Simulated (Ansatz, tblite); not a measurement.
Cost and result up the ladder for the cluster RuO2⁻ (3 atoms). Charge -1, multiplicity 2. Geometry: PBE0-D4/def2-TZVPD.

```csv
atom,x (Å),y (Å),z (Å)
Ru1,0.0589,0.2551,-0.0148
O2,0.9497,-0.2777,1.3225
O3,-1.0086,0.0226,-1.3078
```

Ansatz on 4 threads of Arm Neoverse V2 on a shared host; xTB runs through tblite on one thread. Times are rough, summed over both states, and most runs start from the orbitals of an earlier one. ωB97M-V/def2-TZVPD serves as the yardstick here, not as an exact answer. The other state is a quartet at its own geometry.

In the def2 sets Ru takes a core potential; there is no spin–orbit coupling. The xTB rows come from tblite. LC-ωPBE has ω = 0.4 bohr⁻¹. B3LYP takes the VWN-RPA correlation. Correlated methods freeze 2 core orbitals; core or outer-core shells of Ru are correlated, in sets that lack core-valence functions. In CCSD on the charge -1 doublet the largest single amplitude is 0.26, so its Hartree–Fock determinant may place the open shell otherwise than the density functionals do. The structure comes from a short search, and lower isomers may exist.

Run but left out: HF/def2-TZVPD, HF/def2-TZVPPD, MP2/def2-TZVPD, MP2/def2-TZVPPD (doublet: ⟨S²⟩ 1.17, where a pure state has 0.75).

Correlated methods converge slowly with the basis.

xTB has no spin-polarisation term.

```
                          level  functions  wall time  quartet − doublet (eV)  difference from ωB97M-V/def2-TZVPD (eV)                                                                                                                                   remarks
                       GFN1-xTB         17    0.002 s                    2.02                                     1.28                                                                                                                                         –
                       GFN2-xTB         17    0.004 s                    2.29                                     1.56                                                                                                                                         –
PBE-D4/def2-TZVPD (with forces)        120      3.3 s                    0.69                                    -0.05                                                                                      HOMO above zero (doublet), HOMO above zero (quartet)
             RPA@PBE/def2-TZVPD        120        4 s                    0.62                                    -0.12                                                                                                                                         –
            B3LYP-D4/def2-TZVPD        120      4.7 s                    0.66                                    -0.08                                                                                                                 HOMO above zero (quartet)
             LC-ωPBE/def2-TZVPD        120      7.1 s                    0.62                                    -0.11                                                                                                                                         –
            BHLYP-D4/def2-TZVPD        120      7.2 s                    0.46                                    -0.28                                                                                                                                         –
             PBE0-D4/def2-TZVPD        120      8.1 s                    0.56                                    -0.18                                                                                                                                         –
           r2SCAN-D4/def2-TZVPD        120      9.7 s                    0.40                                    -0.34                                                                                      HOMO above zero (doublet), HOMO above zero (quartet)
             ωB97X-V/def2-TZVPD        120       23 s                    0.75                                     0.01                                                                                                                                         –
             ωB97M-V/def2-TZVPD        120       29 s                    0.74                                     0.00                                                                                                                                         –
            CCSD(T)/def2-TZVPPD        136       74 s                    0.71                                    -0.03  large T1 (0.056) (quartet), large T1 (0.062) (doublet), spin-contaminated (⟨S²⟩ 1.17) (doublet), spin-contaminated (⟨S²⟩ 4.01) (quartet)
```
